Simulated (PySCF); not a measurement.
H7NO2Si2, SMILES O[Si](O)(N)[SiH3]. Geometry: PBE-D3(BJ)/def2-SVP. This is a generated structure with no PubChem entry under its InChIKey; it may be hypothetical. One conformer was computed; it need not be the lowest.

Q: Give the equilibrium geometry at PBE-D3(BJ)/def2-SVP (PySCF confirms it by a frequency run) as Cartesian coordinates in Å, and its point group. (The exact figures need the calculation; the answer reports its results.)

A: One answer among several that fit: point group Cs.
```xyz
12

N      1.3827    -1.4020     0.0000
Si     0.4139     0.0528     0.0000
O      0.7839     0.8659    -1.4236
O      0.7839     0.8659     1.4236
Si    -1.9194    -0.1368     0.0000
H      1.3685    -1.9925     0.8369
H      1.3685    -1.9925    -0.8369
H      1.7354     0.8693    -1.6369
H      1.7354     0.8693     1.6369
H     -2.3672    -0.9076    -1.2157
H     -2.6165     1.1973     0.0000
H     -2.3672    -0.9076     1.2157
```
Charge 0, spin multiplicity 1.
